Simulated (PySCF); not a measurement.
IRuN: bending curve

Computed with PySCF, B3LYP, basis Ru def2-SVP with ECP28, N def2-SVP, I def2-SVP with ECP28 (scalar-relativistic core potentials, no spin–orbit coupling, density fitting).

Rigid scan from the singlet minimum (Ru–I 2.621 Å, Ru–N 1.556 Å; I–Ru–N 129.5°). Coordinate: the N–Ru–I angle, bonds fixed. Energies in kJ/mol from the minimum.

```tsv
bond angle (°)	E (kJ/mol)	dipole size (D)
80	95.7	4.57
90	52.8	4.30
100	25.0	4.01
110	9.3	3.71
120	1.8	3.38
130	-0.1	2.98
140	1.6	2.54
150	5.3	2.08
160	9.4	1.69
170	12.7	1.41
180	14.0	1.31
```

With the bonds held, the linear shape lies 14.0 kJ/mol from the minimum.

Other isomers or separated fragments may lie lower.
